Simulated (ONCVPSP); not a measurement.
**Transferability test, ONCV potential for Ta (Z = 73)**

```
Element                 : tantalum
Generator               : ONCVPSP 4.0.1
Type                    : optimised norm-conserving Vanderbilt (ONCV)
Functional              : PBE
Relativity              : scalar-relativistic
Frozen core             : [Kr] 4d10 4f14
Valence charge          : 13
Reference configuration : 5s2 5p6 5d4 6s1
Partial waves           : 5s+6s: rc 1.85 bohr, ncon 3, nbas 8, qcut 5 1/bohr, 2 projectors; 5p: rc 1.85 bohr, ncon 4, nbas 7, qcut 9.5 1/bohr, 2 projectors, debl 0.9 Ha; 5d: rc 2.95 bohr, ncon 5, nbas 10, qcut 4.7 1/bohr, 3 projectors, debl 3.1 Ha
Local potential         : polynomial inside 1.25 bohr (lpopt 5, dvloc0 6 Ha)
Core correction         : Teter function, fcfact 6, rcfact 1.1
```

In the p channel the program set the typed energies aside and used -1.391, 0.250 Ha.

Energies are relative to the spin-unpolarised reference configuration 5s2 5p6 5d4 6s1; without spin polarisation the order of configurations can differ from experiment.

| valence configuration | charge | ΔE all-electron (eV) | error AE − PS (meV) |
| --- | --- | --- | --- |
| 5s2 5p6 5d3 6s2 | 0 | -2.094 | +14 |
| 5s2 5p6 5d3 6s1 | +1 | 6.374 | +7.8 |
| 5s2 5p6 5d3 6s0 | +2 | 21.346 | +6.3 |

Task: What are ΔE and the potential's error for 5s2 5p6 5d3 6s1 6p1?

Result: ΔE = 2.085 eV all-electron; the error (AE − PS) is +14 meV.

Levels in the configuration 5s2 5p6 5d3 6s1 6p1:

```tsv
level	all-electron (eV)	pseudo (eV)
5s	-74.530	-74.474
5p	-40.927	-40.910
5d	-4.891	-4.867
6s	-6.407	-6.410
6p	-2.100	-2.104
```
